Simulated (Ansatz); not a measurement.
Total energies of the cluster SrS2 from Ansatz at PBE0-D4/def2-TZVP, gas phase (1 Eh = 27.2114 eV = 2625.5 kJ/mol). The reference geometry is relaxed at PBE0-D4/def2-TZVP.

| atom | x (Å) | y (Å) | z (Å) |
| --- | --- | --- | --- |
| Sr1 | -1.197 | 1.004 | 0.097 |
| S2 | 0.403 | -0.634 | -1.089 |
| S3 | 0.794 | -0.370 | 0.992 |

| state | geometry | energy (Eh) |
| --- | --- | --- |
| charge 0 singlet | reference | -826.90208 |
| charge 1 doublet | reference | -826.67250 |
| charge 0 triplet | relaxed at PBE0-D4/def2-TZVP | -826.87916 |
| charge 0 quintet | relaxed at PBE0-D4/def2-TZVP | -826.76860 |
| free Sr atom (singlet) | – | -30.67766 |
| free S atom (triplet) | – | -397.97371 |

In the def2 sets Sr takes a core potential; there is no spin–orbit coupling.

Q: Work out the vertical ionisation energy to the doublet.

A: E(charge 1 doublet) − E(charge 0 singlet) = -826.67250 − (-826.90208) = 0.22958 Eh = 6.25 eV. For comparison, −ε of the highest occupied level is 4.29 eV at this level, 1.96 eV less.

Q: Which of the charge 0 states is lowest, and how far above it are the others?

A: The singlet. triplet: -826.87916 − (-826.90208) = 0.02292 Eh = 60.2 kJ/mol; quintet: -826.76860 − (-826.90208) = 0.13348 Eh = 350.5 kJ/mol.

Q: What is the binding energy per atom against free atoms?

A: Atoms: 1 × (-30.67766) + 2 × (-397.97371) = -826.62508 Eh. Binding: -826.62508 − (-826.90208) = 0.27700 Eh = 7.54 eV, or 2.51 eV for each of 3 atoms (no zero-point energy, no counterpoise term).

The structure comes from a short search, and lower isomers may exist.
